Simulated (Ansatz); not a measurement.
**Question.** Name a neutral molecule of B, Cl, O, Si and H with size of the dipole moment (PBE/def2-TZVPP) between 1.10 and 1.40 D and LUMO energy (ωB97M-V/def2-TZVPP) between 1.10 and 1.40 eV (Ansatz, PBE0-D4/def2-TZVP geometry).

**Answer.** `[SiH3]OBCl` (1.13 D, 1.34 eV). Other molecules can fit too; these were computed, each in one conformer that needn't be the lowest.
